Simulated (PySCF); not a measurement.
C2H4BClO2Si, SMILES OB(O)C#C[SiH2]Cl.

Coordinates come from a PBE0-D3(BJ)/def2-SVP optimisation. The structure was generated by enumeration, and PubChem lists no compound with its InChIKey, so it may never have been made. One conformer was computed; it need not be the lowest.

Calculation: PBE0-D3(BJ)/def2-SVP in PySCF.

Frequencies are harmonic and unscaled.

**Question.** Give all harmonic wavenumbers and intensities. (An estimate is asked for; the answer gives what the named calculation found.)

**Answer.** 
| mode | ν (cm⁻¹) | IR (km/mol) | moving atoms (share of kinetic energy) |
|---|---|---|---|
| 1 | 13 | 0.6 | O 49 %, Cl 18 %, Si 16 %, H 15 % |
| 2 | 51 | 1.0 | Cl 35 %, O 32 %, C 23 % |
| 3 | 102 | 0.3 | C 65 %, O 14 %, H 13 % |
| 4 | 141 | 2.1 | O 35 %, Cl 24 %, C 18 %, Si 9 % |
| 5 | 301 | 7.9 | C 45 %, O 28 %, Cl 9 % |
| 6 | 315 | 6.4 | C 72 %, H 13 %, B 9 % |
| 7 | 357 | 16.2 | O 32 %, Si 30 %, C 26 %, H 8 % |
| 8 | 491 | 0.3 | H 85 %, O 15 % |
| 9 | 536 | 42.2 | C 40 %, O 18 %, Si 15 %, Cl 14 % |
| 10 | 551 | 7.7 | C 42 %, Si 19 %, O 15 %, Cl 12 % |
| 11 | 556 | 151.1 | H 91 % |
| 12 | 584 | 61.2 | Si 37 %, O 23 %, Cl 18 %, B 11 %, H 9 % |
| 13 | 610 | 91.1 | H 69 %, Si 17 %, C 10 % |
| 14 | 669 | 75.5 | B 63 %, C 19 %, O 11 % |
| 15 | 727 | 1.9 | H 91 % |
| 16 | 858 | 16.7 | C 51 %, O 29 %, H 14 % |
| 17 | 877 | 453.5 | H 76 %, Si 15 % |
| 18 | 943 | 122.7 | H 96 % |
| 19 | 1003 | 249.5 | H 78 %, O 22 % |
| 20 | 1014 | 34.8 | H 79 %, O 14 % |
| 21 | 1346 | 708.8 | B 62 %, O 26 % |
| 22 | 1508 | 296.4 | B 73 %, O 22 % |
| 23 | 2268 | 15.5 | C 78 %, H 21 % |
| 24 | 2271 | 58.9 | H 77 %, C 21 % |
| 25 | 2275 | 88.1 | H 95 % |
| 26 | 3937 | 135.9 | H 94 % |
| 27 | 3941 | 61.6 | H 94 % |
